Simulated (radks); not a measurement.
Values are calculated unless marked as measured or tabulated.
Spherical quantum dot in the effective-mass picture: electrons in a parabolic well V = omega^2 r^2 / 2 with omega = 0.264, with a point charge +1 (a donor) at the centre, all in effective atomic units (hartree* = m*/eps^2 hartree, bohr* = eps/m* bohr), one dielectric constant everywhere. Level of theory: non-relativistic Kohn-Sham, r2SCAN, spin-polarised, spherical densities, generalised Kohn-Sham scheme (a radial shooting solver with Libxc functionals). Levels are named by radial order and angular momentum (1s, 1p, 1d, 2s, ...), and open shells are averaged over m. Results are scaled to m* = 0.392 and eps = 12.4, for which hartree* = 69.37 meV and bohr* = 1.674 nm.

N = 15, configuration 1s2 1p6 1d(up 5, down 0) 2s2. This is the lowest configuration that the search found. Occupied and some empty levels:

| level | occupation | eigenvalue (meV) | <r> (nm) |
|---|---|---|---|
| 1s up | 1 | 225.47 | 4.756 |
| 1s down | 1 | 226.00 | 4.226 |
| 1p up | 3 | 235.39 | 7.512 |
| 1p down | 3 | 238.42 | 7.254 |
| 2s up | 1 | 239.90 | 6.299 |
| 2s down | 1 | 242.61 | 6.656 |
| 1d up | 5 | 243.84 | 8.309 |
| 1d down | 0 | 247.81 | 8.226 |
| 1f up | 0 | 253.82 | 8.915 |
| 1f down | 0 | 258.39 | 8.908 |
| 2p up | 0 | 259.42 | 7.482 |
| 2p down | 0 | 261.77 | 7.519 |
| 1g up | 0 | 265.19 | 9.438 |
| 1g down | 0 | 270.28 | 9.447 |

Energy (meV): total 2034.54, kinetic 225.89, external 424.40, Hartree 1620.4, exchange-correlation -236.17.
